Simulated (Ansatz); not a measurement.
One change: `CB[NH][AlH][CH3]` becomes `[CH3][AlH][NH][SiH2]Cl`.

Ansatz, PBE0-D4/def2-TZVP geometries, multiplicity 1. Each molecule was computed in one conformer, which needn't be the lowest.

| property | `CB[NH][AlH][CH3]` |
| --- | --- |
| HOMO energy (PBE0/def2-TZVPP) / eV | -8.11 |
| HOMO energy (B3LYP/def2-TZVPP) / eV | -7.93 |
| size of the dipole moment (B3LYP/def2-TZVPP) / D | 1.57 |
| HOMO–LUMO gap (PBE0/def2-TZVPP) / eV | 7.32 |
| HOMO energy (PBE/def2-TZVPP) / eV | -6.75 |
| LUMO energy (B3LYP/def2-TZVPP) / eV | -1.01 |

Give the same properties after the change, and the shifts. (Estimate.)

Ansatz gave: 
| property | `[CH3][AlH][NH][SiH2]Cl` | shift |
| --- | --- | --- |
| HOMO energy (PBE0/def2-TZVPP) / eV | -8.13 | -0.02 |
| HOMO energy (B3LYP/def2-TZVPP) / eV | -7.88 | 0.05 |
| size of the dipole moment (B3LYP/def2-TZVPP) / D | 2.57 | 1.00 |
| HOMO–LUMO gap (PBE0/def2-TZVPP) / eV | 7.46 | 0.14 |
| HOMO energy (PBE/def2-TZVPP) / eV | -6.81 | -0.06 |
| LUMO energy (B3LYP/def2-TZVPP) / eV | -0.88 | 0.13 |

Dipoles are sizes alone; their direction can turn.

B3LYP here is the variant with VWN-RPA as its local correlation; programs differ in this.
